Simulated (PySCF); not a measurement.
Two structures, one formula

The two ends of one reaction step of GeH5SF, singlet (PBE0-D4/def2-TZVP).

A:

```csv
atom,x (Å),y (Å),z (Å)
Ge1,-0.3760,0.1691,-1.3097
F2,1.1677,-0.4454,-0.7569
H3,-0.2453,0.2502,-2.8363
H4,-0.5466,1.5459,-0.6619
H5,-1.4301,-0.8454,-0.8606
H6,0.9333,-0.6449,1.5306
S7,0.0200,-0.3222,2.4615
H8,0.5475,0.8986,2.6348
```

B:

```xyz
8
angstrom
Ge -0.9463 0.5172 -0.3406
F 1.9987 -1.6434 -0.6685
H 0.0601 0.8976 -1.4296
H -1.7733 1.7314 0.1010
H -1.8458 -0.6435 -0.7701
H 1.5155 -1.3080 0.0627
S 0.1623 -0.2827 1.4396
H 0.9417 0.8021 1.5854
```

PySCF 2.14 with density fitting (its default auxiliary sets; JK sets also for MP2 and CCSD(T)); basis: def2-TZVPP; cores frozen in the correlated methods. Filled d shells of the heavier atoms are correlated. The def2 sets are not built for correlating such inner shells, so the correlated values are less sure here. B3LYP uses VWN-RPA correlation.

**Question.** Which structure is lower at CCSD(T), and by how much? (To be estimated.)

**Answer.** By the calculation: B, by 0.33 kcal/mol (electronic energy, against the other); a gap this small isn't resolved in one triple-zeta basis. By their contacts, A is a complex of GeH₃F ([F][GeH3]) + H₂S and B is a complex of GeH₄S ([SH][GeH3]) + HF.

**Question.** Do the other methods give the same order? (Judge from chemistry; the calculation decides.)

**Answer.** Computed: Not all: BHLYP-D4, wB97M-V, HF, CCSD give the other order.

```csv
method,E(B) − E(A) (kcal/mol)
SPW92,-5.04
PBE-D4,-3.17
r2SCAN-D4,-0.83
PBE0-D4,-3.06
B3LYP-D4,-0.09
BHLYP-D4,0.85
wB97M-V,0.10
HF,4.90
MP2,-1.63
CCSD,0.42
CCSD(T),-0.33
```

The T1 diagnostic stays at or below 0.012.

Labels in which every atom is bracketed show which atoms are joined, not bond orders.

For scale, one of the runs: CCSD(T)/def2-TZVPP, 191 basis functions, launched by `OMP_NUM_THREADS=4 python run.py`. Time: 6.2 min of wall clock on 4 CPU threads of an Arm Neoverse V2; the host was shared. Peak host memory: 2.6 GiB.
